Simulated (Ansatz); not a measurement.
Species: KOH (charge +1, doublet). SMILES of the parent species: [OH][K]

Atoms: K1, O2, H3. Bonds: K1-O2, O2-H3.

Bond lengths (Å) and angles (degrees) optimised at HF/STO-3G with Ansatz (a program for electronic structure); HF/3-21G with Ansatz; HF/6-31G* with LANL2DZ past Ar with Ansatz; B3LYP/LANL2DZ with Ansatz; B3LYP/6-31G* with LANL2DZ past Ar with Ansatz; MP2/6-31G* with LANL2DZ past Ar with Ansatz, each started from the B3LYP-D3(BJ)/def2-TZVP structure (Ansatz) of the last column. A row stands for all coordinates that are equal there. 6-31G* holds six Cartesian d functions. No wavenumbers were computed at HF/STO-3G, B3LYP/LANL2DZ, MP2/6-31G* with LANL2DZ past Ar, so these may be saddle points.

```csv
coordinate,HF/STO-3G,HF/3-21G,HF/6-31G* with LANL2DZ past Ar,B3LYP/LANL2DZ,B3LYP/6-31G* with LANL2DZ past Ar,MP2/6-31G* with LANL2DZ past Ar,B3LYP-D3(BJ)/def2-TZVP
K1-O2,2.502,2.637,2.729,2.663,2.688,2.738,2.684
O2-H3,1.004,0.982,0.960,0.996,0.982,0.980,0.978
K1-O2-H3,180.0,180.0,180.0,180.0,180.0,180.0,180.0
```

Mean signed difference of all 2 bond lengths from B3LYP-D3(BJ)/def2-TZVP: HF/STO-3G -0.078 Å, HF/3-21G -0.021 Å, HF/6-31G* with LANL2DZ past Ar 0.014 Å, B3LYP/LANL2DZ -0.001 Å, B3LYP/6-31G* with LANL2DZ past Ar 0.004 Å, MP2/6-31G* with LANL2DZ past Ar 0.028 Å.
